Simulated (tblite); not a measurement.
C₆H₅O₄ (doublet state).
Z-matrix (Å and degrees, GFN2-xTB geometry), rows numbered from 1:
```
O 
C   1  1.2037
O   2  1.3397  1  127.20
C   3  1.3474  2  125.03  1     0.00
C   4  1.4878  3  124.94  2     0.11
C   5  1.4948  4  110.63  3  -179.91
C   6  1.3300  5  123.20  4    -0.12
C   7  1.4642  6  122.40  5    -0.00
O   8  1.2046  7  125.88  6  -179.91
O   4  1.3329  3  110.94  2  -179.97
H   2  1.0971  1  125.25  3   180.00
H   5  1.1004  4  110.58  3    57.88
H   5  1.1003  4  110.54  3   -57.73
H   6  1.0804  5  115.78  4   179.89
H   7  1.0782  6  122.53  5  -179.99
```

Computed values, GFN2-xTB/tblite, gas phase, harmonic and unscaled. This tight-binding method is rough: wavenumbers can miss measured ones by several per cent, in bad cases by 10 to 20. One conformer, not necessarily the lowest. Open shells enter through the occupations alone, without spin polarisation, and single modes of such species can be off by tens of per cent.

Harmonic wavenumbers (cm⁻¹): 27.6, 36.7, 126.3, 172.1, 248.6, 283.8, 284.2, 366.5, 443.3, 449.9, 516.7, 606.4, 678.3, 775.2, 786.9, 856.1, 882.7, 901.1, 922.8, 930.2, 996.6, 1058.8, 1072.8, 1111.7, 1171.3, 1193.5, 1302.7, 1312.7, 1326.2, 1354.7, 1426.4, 1677.5, 1706.7, 1743.1, 2840.4, 2887.3, 2896.3, 3079.3, 3116.7.

A = 3243, B = 891.3, C = 702.1 MHz; mass 141.019 u (most abundant isotopes); point group Cs, symmetry number 1; spin multiplicity 2.

What is the zero-point energy?

½Σν̃ = 21785 cm⁻¹ = 260.60 kJ/mol.

Entropy at 298.15 K, 1 bar (ideal gas, RRHO, classical rotation)?

Translation 170.58, rotation 123.22, vibration 114.49, spin (R ln 2) 5.76: S = 414.0 J/(mol K).

And Cp and H(298.15 K) − H(0)?

Cp = 144.81 J/(mol K), of which vibrations give 111.55 (their classical limit is 39 R = 324.3); H(298.15 K) − H(0) = 26.78 kJ/mol without the zero-point energy, 16.86 from vibrations.

How do the functions run with temperature in this model?

```json
{"T (K)": "100", "S (J/(mol K))": "303.1", "Cp (J/(mol K))": "71.8", "H − H(0) (kJ/mol)": "5.36", "G − H(0) (kJ/mol)": "-24.95", "ln q(vib)": "2.34"}
{"T (K)": "200", "S (J/(mol K))": "364.0", "Cp (J/(mol K))": "108.2", "H − H(0) (kJ/mol)": "14.36", "G − H(0) (kJ/mol)": "-58.44", "ln q(vib)": "4.71"}
{"T (K)": "300", "S (J/(mol K))": "414.9", "Cp (J/(mol K))": "145.5", "H − H(0) (kJ/mol)": "27.05", "G − H(0) (kJ/mol)": "-97.44", "ln q(vib)": "7.01"}
{"T (K)": "500", "S (J/(mol K))": "505.1", "Cp (J/(mol K))": "208.9", "H − H(0) (kJ/mol)": "62.87", "G − H(0) (kJ/mol)": "-189.66", "ln q(vib)": "11.52"}
{"T (K)": "800", "S (J/(mol K))": "616.9", "Cp (J/(mol K))": "265.2", "H − H(0) (kJ/mol)": "134.90", "G − H(0) (kJ/mol)": "-358.59", "ln q(vib)": "17.93"}
{"T (K)": "1000", "S (J/(mol K))": "678.6", "Cp (J/(mol K))": "287.7", "H − H(0) (kJ/mol)": "190.32", "G − H(0) (kJ/mol)": "-488.29", "ln q(vib)": "21.86"}
```

q(vib) and H(0) count from the zero-point level.

Which modes carry the vibrational entropy at 298.15 K?

27.6 cm⁻¹: 25.08; 36.7 cm⁻¹: 22.72; 126.3 cm⁻¹: 12.56; 172.1 cm⁻¹: 10.09; 248.6 cm⁻¹: 7.28; 283.8 cm⁻¹: 6.32 J/(mol K); the other 33 give 30.43 together.

Blend soft modes into free rotors: weight 1/[1 + (100 cm⁻¹/ν̃)⁴] for the oscillator and the rest for a rotor with moment μB/(μ + B), μ = h/(8π²ν), B = 10⁻⁴⁴ kg m². What vibrational entropy results?

99.86 J/(mol K) in place of 114.49, which changes −T·S at 298.15 K by +4.36 kJ/mol.

What must be added to the electronic energy to get the Gibbs energy at 298.15 K and 1 bar?

ZPE + [H(298.15 K) − H(0)] − T·S = 260.60 + 26.78 − 123.45 = 163.93 kJ/mol.

Hindered rotation and anharmonicity are outside this model. Other conformers, if any are populated, would add a mixing term that is left out.

Time: 0.42 s of wall time. Hardware: an Arm Neoverse V2 with one thread, shared host with 192 logical CPUs at a one-minute load of 34. The figure is for the frequency step alone.
